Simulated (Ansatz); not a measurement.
Geometry optimisation, RKS PBE0-D4/def2-SVP (Ansatz 0.2.0).

Input:

```yaml
crystal:
  periodic: [false, false, false]
  atoms:
    - { symbol: S, position_ang: [-1.09947, -1.02909, -1.13668] }
    - { symbol: O, position_ang: [-0.45264, -0.3998, 0.25335] }
    - { symbol: As, position_ang: [0.87288, 0.89188, 0.17874] }
    - { symbol: H, position_ang: [-2.23027, -0.29582, -1.15884] }
    - { symbol: H, position_ang: [2.01363, -0.08898, 0.19047] }
    - { symbol: H, position_ang: [0.89587, 0.92181, 1.67296] }
basis:
  gaussian: { orbitals: def2-SVP }
hamiltonian:
  xc: pbe0
  dispersion: d4
relax:
  f_tol: 0.015
  max_steps: 40
output:
  orbitals: {}
```

Run as:

```bash
$ ansatz run input.yaml --threads 1 --pin off --max-ram 2048MiB --backend cpu --events-out ev --progress --plain --runs-dir out
```

Question: Where does it end, and by what steps?

Answer: It converged. The force dipped under the threshold on the way, but the program's further checks kept it going. After 7 steps the energy has fallen by 0.063 eV; H4 moved furthest, 0.20 Å.

| step | energy less start (eV) | largest force component (eV/Å) | accepted |
| --- | --- | --- | --- |
| 0 | 0.0000 | 0.742 | yes |
| 1 | -0.0466 | 0.331 | yes |
| 2 | -0.0589 | 0.201 | yes |
| 3 | -0.0616 | 0.078 | yes |
| 4 | -0.0627 | 0.012 | yes |
| 5 | -0.0631 | 0.033 | yes |
| 6 | -0.0634 | 0.010 | yes |
| 7 | -0.0635 | 0.008 | yes |

```xyz
6
Properties=species:S:1:pos:R:3
S -1.082 -1.077 -1.073
O -0.500 -0.474 0.373
As 0.750 0.856 0.201
H -2.100 -0.198 -1.269
H 1.975 -0.056 0.056
H 0.958 0.950 1.712
```

Run time: 36 s on 1 thread of Intel(R) Xeon(R) Platinum 8488C (Sapphire Rapids) (shared host), peak memory 0.18 GiB.
